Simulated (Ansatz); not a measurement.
Species: RbCl, charge 0, multiplicity 1. SMILES: [Cl][Rb]
Geometry: optimised at B3LYP-D3(BJ)/def2-TZVP (Ansatz, a quantum-chemistry and plane-wave program).

Wanted: vertical electron affinity (to the doublet state of charge -1; a negative value means that the extra electron is unbound and the number depends on the basis; each state is the SCF solution reached for its spin), in eV. Valence correlation only, unless marked. UHF or UKS for open shells. Spin-orbit coupling is left out. Frozen are the shells of the preceding noble gas and the d and f shells that filled before the atom's block. The outer core of K, Ca and their heavier congeners is not correlated, a term that matters for these elements. In def2 rows, elements after Kr have scalar-relativistic effective core potentials. Anions need diffuse functions: def2-D sets add few. Basis-set limits of correlation are two-point, X^-3; Hartree-Fock from the larger set.

```
level                              program  vertical electron affinity (eV)
---------------------------------  -------  -------------------------------
PBE/def2-TZVPD                      Ansatz                             0.62
PBE0/def2-TZVPD                     Ansatz                             0.60
CAM-B3LYP/def2-TZVPD                Ansatz                             0.58
wB97X-V/def2-TZVPD                  Ansatz                             0.47
CCSD/CBS(def2-TZVPPD,def2-QZVPPD)   Ansatz                             0.42
CCSD(T)/def2-SVPD                   Ansatz                             0.42
```
